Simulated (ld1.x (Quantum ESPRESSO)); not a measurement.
# Configuration tests for In (TM semilocal)

In, norm-conserving Troullier–Martins (semilocal form), made with ld1.x (Quantum ESPRESSO) 7.5 (revPBE, scalar-relativistic). Core [Kr] 4d10, reference 5s1.75 5p1.25. Waves: 5s (bound): rc 2.05 bohr; 5d channel at 0.36 Ry: rc 2.85 bohr; 5p (bound): rc 2.75 bohr. Local part: the p channel. Core correction: Bessel-smoothed model core inside 1.95 bohr.

Energies are relative to the spin-unpolarised reference configuration 5s1.75 5p1.25; without spin polarisation the order of configurations can differ from experiment.

| valence configuration | charge | ΔE all-electron (eV) | error AE − PS (meV) |
| --- | --- | --- | --- |
| 5s2 5p1 | 0 | -1.430 | -1.1 |
| 5s2 5p0 | +1 | 3.850 | -11 |
| 5s1 5p0 | +2 | 22.933 | -189 |
| 5s0 5p3 | 0 | 10.466 | -69 |
| 5s2 5p0.5 | +0.5 | 0.473 | -1.5 |

Problem. What are ΔE and the potential's error for 5s1 5p2?

Solution. ΔE = 4.394 eV all-electron; the error (AE − PS) is -13 meV.

Problem. What are ΔE and the potential's error for 5s2 5p1.3?

Solution. ΔE = -1.944 eV all-electron; the error (AE − PS) is -1.8 meV.

Levels in the configuration 5s1 5p2:

```
level  all-electron (eV)  pseudo (eV)
   5s             -9.119       -9.161
   5p             -3.163       -3.172
```
